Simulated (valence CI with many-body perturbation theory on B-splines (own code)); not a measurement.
# Questions on Pm LVII

Method: valence CI with perturbative core correlation (CI+MBPT): three valence electrons over a frozen Dirac-Fock core [He], radial functions for each j: 9 s, 9 p, 8 d, 6 f, 3 g, 1 h, with the one-electron correlation potential Σ1, the two-electron term Σ2, the three-electron term Σ3, Breit, model QED; selected CI, second order for the rest, scaled by the run's own slope (own B-spline code, finite nucleus).

No measured spectrum was set against this ion. As an estimate, large intervals hold to a few tenths of a per cent, small ones and those within an open d or f shell to about a per cent.

Levels are named by their leading jj configuration (3d3/2^4 stands for four electrons in 3d with j = 3/2), which in mixed levels can hold well under half, so a name can repeat and another be missing.

Rates and lifetimes use the calculated energies. Strong lines usually hold to 10 to 20 %, long lifetimes can be off by a factor of two.

(1) What is the ground level?

(2) Name the longest-lived excited levels whose lifetime is computed, and their main decay.

(3) Where does the other parity begin?

(4) What are the static dipole polarisabilities of the lowest levels?

(5) How well does LS coupling describe the low levels?

Answers

(1) (2s^2 2p1/2) J=1/2, composition 100 % 2s2 2p 2P°, g = 0.633.

(2) (2s^2 2p3/2) J=3/2 at 45.10 Ry lives 242 ps, mostly by E1 to (2s 2p1/2^2) J=1/2; (2s 2p1/2 2p3/2) J=5/2 at 57.82 Ry lives 181 ps, mostly by E1 to (2s^2 2p3/2) J=3/2; (2s 2p1/2 2p3/2) J=3/2 at 55.22 Ry lives 72.9 ps, mostly by E1 to (2s^2 2p1/2) J=1/2.

(3) At (2s 2p1/2^2) J=1/2, 14.50 Ry.

(4) (2s^2 2p1/2) J=1/2 0.000388 bohr³, of which the core gives 5.34e-07.

(5) Among the lowest 20 levels the leading LS term, summed over configurations, holds 76 % on average. For single configurations the figures are 76 % in LS and 99 % in jj coupling. Terms mix most in the J = 3/2 level at 77.38 Ry, where the leading one holds 48 %.
